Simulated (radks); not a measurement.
Removal energies from the selenium ion Se9+, [Ar] 3d(3/2: 4, 5/2: 3), by Delta-SCF beside the eigenvalue of the level emptied. Calculated with a radial shooting solver on a logarithmic mesh with Libxc functionals: Dirac Kohn-Sham, PBE, spin-unpolarised, spherical densities, finite nucleus; Fermi nuclear charge, rms radius of each element as measured or else 0.836 A^(1/3) + 0.57 fm. Sub-shells are occupied by j as written (lower j first in brackets).

3d5/2: final configuration [Ar] 3d(3/2: 4, 5/2: 2); Delta-SCF (eV) 259.73; -eigenvalue (eV) 241.07
3d3/2: final configuration [Ar] 3d(3/2: 3, 5/2: 3); Delta-SCF (eV) 260.90; -eigenvalue (eV) 242.18
3p3/2: final configuration [Ne] 3s2 3p(1/2: 2, 3/2: 3) 3d(3/2: 4, 5/2: 3); Delta-SCF (eV) 358.32; -eigenvalue (eV) 339.98
3p1/2: final configuration [Ne] 3s2 3p(1/2: 1, 3/2: 4) 3d(3/2: 4, 5/2: 3); Delta-SCF (eV) 365.01; -eigenvalue (eV) 346.46
